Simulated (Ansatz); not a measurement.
Reaction (atomization): `[SiH3][O][AlH][Br]` → Al• + Br• + 4 H• + O• + Si•

Program: Ansatz. Geometries: PBE0-D4/def2-TZVP. ΔE: electronic, gas phase. CBS: MP2 limit from def2 TZ/QZ plus the TZ coupled-cluster correction, frozen cores. This one scheme is used for every species, atoms too. DFT in def2-TZVPP. B3LYP here is the variant with VWN-RPA as its local correlation; programs differ in this. HSE06 is defined as in plane-wave codes. Open shells (•) are unrestricted, without spin–orbit coupling. Spin–orbit coupling would lower the free atoms: a little for Al, O, Si; clearly for Br. For Br outer-core shells are correlated without core-valence functions, so the limit isn't a true one: a few kJ/mol of doubt a bond, and 10 to 20 or more in all where bonds break to atoms. Scalar relativity is left out up to krypton. Each species was taken in one conformer, which may not be the lowest.

`[SiH3][O][AlH][Br]`:

Z-matrix (Å, degrees):
```
Si
O 1 1.631
H 1 1.487 2 110.7
H 1 1.486 2 109.4 3 120.3
H 1 1.486 2 109.3 3 -120.2
Al 2 1.672 1 160.4 3 -6.9
Br 6 2.248 2 118.5 1 -0.5
H 6 1.565 2 120.8 1 179.6
```

```tsv
level	ΔE (kcal/mol)	difference from CCSD(T)/CBS
PBE-D4	613.0	-13.8
revPBE-D4	600.1	-26.7
r2SCAN-D4	623.1	-3.7
B3LYP-D4	616.6	-10.2
r2SCANh-D4	619.7	-7.1
HSE06-D4	609.0	-17.8
ωB97M-V	621.2	-5.6
revPBE	589.6	-37.2
PBE0	605.3	-21.5
B3LYP	609.9	-16.9
HSE06	605.7	-21.1
LC-ωPBE	612.3	-14.5
SCS-MP2/def2-TZVPP	617.1	-9.7
CCSD/def2-TZVPP	600.8	-26.0
CCSD(T)/def2-TZVPP	607.8	-19.0
HF/def2-QZVPP	476.6	-150.2
CCSD(T)/CBS	626.8	0
```

Largest T1 diagnostic among the species: 0.018.

From PBE to PBE0 (25 % exact exchange), in def2-TZVPP and without D4, ΔE moves by −3.6 kcal/mol: exact exchange takes away binding that semilocal exchange gives to molecules. At CCSD(T), def2-SVP lies −47.8 kcal/mol from the extrapolated value and def2-TZVPP −19.0 kcal/mol: correlation converges slowly with the basis, and small sets miss more of it in the bonded molecule than in its fragments. Leaving LDA and LC-ωPBE aside and taking each functional with its dispersion term where it has one, the values, not all of them listed here, spread over 25.2 kcal/mol, from revPBE-D4 to B97M-V. LDA lies +76.9 kcal/mol from PBE without D4, its usual overbinding.

For atomizations the MP2-based limit and the directly extrapolated one differ by several kJ/mol either way, and by 10 to 25 for some Ge, Se and Sn compounds, so smaller differences from it don't rank the levels.
